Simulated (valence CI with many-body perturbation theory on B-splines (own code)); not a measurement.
**Energy levels of Eu⁵⁸⁺**

Computed by valence CI with perturbative core correlation (CI+MBPT): three valence electrons over a frozen Dirac-Fock core [He], radial functions for each j: 11 s, 11 p, 10 d, 8 f, 5 g, 2 h, with the one-electron correlation potential Σ1, the two-electron term Σ2, the three-electron term Σ3, Breit, model QED; selected CI, second order for the rest, scaled by the run's own slope (own B-spline code, finite nucleus).

No measured spectrum was set against this ion. As an estimate, large intervals hold to a few tenths of a per cent, small ones and those within an open d or f shell to about a per cent.

Levels 1 to 45 of 165, with energies above the lowest level, (2s^2 2p1/2) J=1/2. "Leading %" is the weight of the configuration and term that name the level; weights of strongly mixed levels are sums over their largest components and can fall short. In the jj column 3d3/2^4 stands for four electrons in 3d with j = 3/2. Lifetimes count E1, E2, E3, M1 and M2 decay at the calculated energies, and are blank where another channel may lead or the interval is too uncertain; long ones can be off by a factor of two.

| No. | Configuration | Term | J | E (eV) | Leading % | g | Leading jj | Lifetime |
| --- | --- | --- | --- | --- | --- | --- | --- | --- |
| 1 | 2s²2p | ²P° | 1/2 | 0.0 | 100 | 0.631 | 2s^2 2p1/2 (100 %) |  |
| 2 | 2s2p² | ⁴P | 1/2 | 207.6 | 53 | 2.091 | 2s 2p1/2^2 (99 %) | 64.6 ps |
| 3 | 2s²2p | ²P° | 3/2 | 708.2 | 99 | 1.308 | 2s^2 2p3/2 (99 %) | 156 ps |
| 4 | 2s2p² | ⁴P | 3/2 | 853.2 | 91 | 1.637 | 2s 2p1/2 2p3/2 (100 %) | 51.5 ps |
| 5 | 2s2p² | ²D | 5/2 | 889.6 | 61 | 1.327 | 2s 2p1/2 2p3/2 (100 %) | 168 ps |
| 6 | 2s2p² | ²P | 1/2 | 948.5 | 70 | 1.250 | 2s 2p1/2 2p3/2 (99 %) | 338 fs |
| 7 | 2s2p² | ²D | 3/2 | 950.0 | 63 | 0.973 | 2s 2p1/2 2p3/2 (100 %) | 391 fs |
| 8 | 2p³ | ²P° | 3/2 | 1168.2 | 47 | 1.332 | 2p1/2^2 2p3/2 (99 %) | 504 fs |
| 9 | 2s2p² | ⁴P | 5/2 | 1579.4 | 61 | 1.417 | 2s 2p3/2^2 (100 %) | 1.76 ps |
| 10 | 2s2p² | ²S | 1/2 | 1668.4 | 69 | 1.908 | 2s 2p3/2^2 (100 %) | 421 fs |
| 11 | 2s2p² | ²P | 3/2 | 1669.3 | 61 | 1.179 | 2s 2p3/2^2 (100 %) | 235 fs |
| 12 | 2p³ | ⁴S° | 3/2 | 1837.0 | 55 | 1.439 | 2p1/2 2p3/2^2 (100 %) | 250 fs |
| 13 | 2p³ | ²D° | 5/2 | 1858.6 | 100 | 1.172 | 2p1/2 2p3/2^2 (100 %) | 274 fs |
| 14 | 2p³ | ²P° | 1/2 | 1905.0 | 100 | 0.631 | 2p1/2 2p3/2^2 (100 %) | 224 fs |
| 15 | 2p³ | ²P° | 3/2 | 2582.4 | 52 | 1.288 | 2p3/2^3 (100 %) | 167 fs |
| 16 | 2s²3s | ²S | 1/2 | 7335.2 | 98 | 1.988 | 2s^2 3s (98 %) | 7.33 fs |
| 17 | 2s²3p | ²P° | 1/2 | 7405.4 | 96 | 0.666 | 2s^2 3p1/2 (96 %) | 187 fs |
| 18 | 2s2p3s | ⁴P° | 1/2 | 7474.2 | 85 | 2.362 | 2s 2p1/2 3s (98 %) | 8.19 fs |
| 19 | 2s2p3s | ⁴P° | 3/2 | 7496.9 | 60 | 1.546 | 2s 2p1/2 3s (98 %) | 7.32 fs |
| 20 | 2s2p3s | ²P° | 1/2 | 7521.9 | 94 | 0.721 | 2s 2p1/2 3s (99 %) | 9.96 fs |
| 21 | 2s2p3p | ⁴D | 1/2 | 7533.5 | 72 | 0.267 | 2s 2p1/2 3p1/2 (100 %) | 10.2 fs |
| 22 | 2s2p3p | ⁴D | 3/2 | 7557.5 | 41 | 1.104 | 2s 2p1/2 3p1/2 (99 %) | 3.69 fs |
| 23 | 2s2p3p | ⁴P | 1/2 | 7592.8 | 47 | 1.947 | 2s 2p1/2 3p1/2 (99 %) | 7.98 fs |
| 24 | 2s²3p | ²P° | 3/2 | 7615.8 | 96 | 1.327 | 2s^2 3p3/2 (96 %) | 102 fs |
| 25 | 2s²3d | ²D | 3/2 | 7665.4 | 97 | 0.792 | 2s^2 3d3/2 (97 %) | 1.16 fs |
| 26 | 2p²3s | ⁴P | 1/2 | 7721.9 | 39 | 1.887 | 2p1/2^2 3s (84 %) | 7.19 fs |
| 27 | 2s²3d | ²D | 5/2 | 7722.6 | 96 | 1.192 | 2s^2 3d5/2 (96 %) | 1.22 fs |
| 28 | 2s2p3p | ⁴P | 3/2 | 7752.6 | 31 | 1.396 | 2s 2p1/2 3p3/2 (100 %) | 10.1 fs |
| 29 | 2s2p3p | ⁴D | 5/2 | 7780.2 | 44 | 1.324 | 2s 2p1/2 3p3/2 (97 %) | 45.5 fs |
| 30 | 2p²3p | ²P° | 1/2 | 7781.2 | 41 | 0.629 | 2p1/2^2 3p1/2 (90 %) | 1.40 fs |
| 31 | 2s2p3p | ²D | 3/2 | 7782.9 | 44 | 1.245 | 2s 2p1/2 3p3/2 (99 %) | 4.49 fs |
| 32 | 2s2p3d | ⁴F° | 3/2 | 7791.5 | 71 | 0.564 | 2s 2p1/2 3d3/2 (100 %) | 4.58 fs |
| 33 | 2s2p3p | ²P | 1/2 | 7793.1 | 36 | 1.419 | 2s 2p1/2 3p3/2 (85 %) | 3.32 fs |
| 34 | 2s2p3d | ⁴F° | 5/2 | 7817.5 | 47 | 1.018 | 2s 2p1/2 3d3/2 (96 %) | 6.15 fs |
| 35 | 2s2p3d | ²P° | 3/2 | 7834.0 | 29 | 1.188 | 2s 2p1/2 3d3/2 (97 %) | 938 as |
| 36 | 2s2p3d | ⁴D° | 1/2 | 7840.7 | 51 | 0.443 | 2s 2p1/2 3d3/2 (91 %) | 1.28 fs |
| 37 | 2s2p3d | ⁴P° | 5/2 | 7860.0 | 35 | 1.314 | 2s 2p1/2 3d5/2 (98 %) | 1.22 fs |
| 38 | 2s2p3d | ⁴F° | 7/2 | 7884.3 | 38 | 1.231 | 2s 2p1/2 3d5/2 (99 %) | 1.27 fs |
| 39 | 2s2p3d | ²F° | 5/2 | 7895.3 | 51 | 1.066 | 2s 2p1/2 3d5/2 (98 %) | 1.27 fs |
| 40 | 2s2p3d | ²D° | 3/2 | 7895.7 | 39 | 1.095 | 2s 2p1/2 3d5/2 (95 %) | 1.27 fs |
| 41 | 2p²3p | ²P° | 3/2 | 8007.0 | 33 | 1.324 | 2p1/2^2 3p3/2 (96 %) | 4.32 fs |
| 42 | 2p²3d | ²D | 3/2 | 8043.7 | 41 | 0.784 | 2p1/2^2 3d3/2 (98 %) | 6.64 fs |
| 43 | 2p²3d | ²D | 5/2 | 8112.7 | 35 | 1.192 | 2p1/2^2 3d5/2 (98 %) | 1.31 fs |
| 44 | 2s2p3s | ⁴P° | 5/2 | 8183.9 | 100 | 1.575 | 2s 2p3/2 3s (100 %) | 10.6 fs |
| 45 | 2s2p3s | ²P° | 3/2 | 8206.0 | 77 | 1.393 | 2s 2p3/2 3s (99 %) | 6.46 fs |

The ionisation energy to 2s² ¹S0 of the next ion comes out as 13044 eV (NIST: 13050 ± 6 eV (theoretical)). All 165 levels together are meant to be complete up to 10622.6 eV.
